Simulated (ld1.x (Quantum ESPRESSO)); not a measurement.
## Reading a pseudo-wave (carbon)

Columns: radius, all-electron u(r) and pseudo u(r) of the 2s shell (level -40.38 eV) of carbon in the configuration [He] 2s2 2p0; PBE, scalar-relativistic, ultrasoft scheme, ld1.x (Quantum ESPRESSO) 7.5.

| r (bohr) | all-electron | pseudo |
| --- | --- | --- |
| 0.132 | 0.4048 | -0.1114 |
| 0.265 | 0.2463 | -0.2320 |
| 0.398 | -0.0593 | -0.3648 |
| 0.530 | -0.3535 | -0.5053 |
| 0.663 | -0.5884 | -0.6446 |
| 0.795 | -0.7526 | -0.7651 |
| 0.928 | -0.8521 | -0.8527 |
| 1.060 | -0.8954 | -0.8954 |
| 1.193 | -0.8955 | -0.8955 |
| 1.325 | -0.8645 | -0.8645 |
| 1.458 | -0.8124 | -0.8124 |
| 1.590 | -0.7484 | -0.7484 |
| 1.723 | -0.6780 | -0.6780 |
| 1.855 | -0.6069 | -0.6069 |
| 1.988 | -0.5372 | -0.5372 |
| 2.120 | -0.4719 | -0.4719 |
| 2.252 | -0.4115 | -0.4115 |
| 2.385 | -0.3562 | -0.3562 |
| 2.518 | -0.3067 | -0.3067 |
| 2.650 | -0.2631 | -0.2631 |
| 2.782 | -0.2246 | -0.2246 |
| 2.915 | -0.1908 | -0.1908 |
| 3.048 | -0.1615 | -0.1615 |
| 3.180 | -0.1363 | -0.1363 |
| 3.312 | -0.1147 | -0.1147 |
| 3.445 | -0.0962 | -0.0962 |

Question: How many radial nodes do the two functions have?

Answer: The all-electron 2s function has n − l − 1 = 1; the pseudo-wave has 0, since the states of the same l below it are removed with the core.

Question: At about which radius was the pseudo-wave matched?

Answer: 1.00 bohr, where the columns begin to agree (steps of 0.13 bohr).

Question: Is the pseudo-wave norm-conserving?

Answer: No, it belongs to an ultrasoft set: the norm inside the radius is not constrained, and the difference is carried by the augmentation charge.
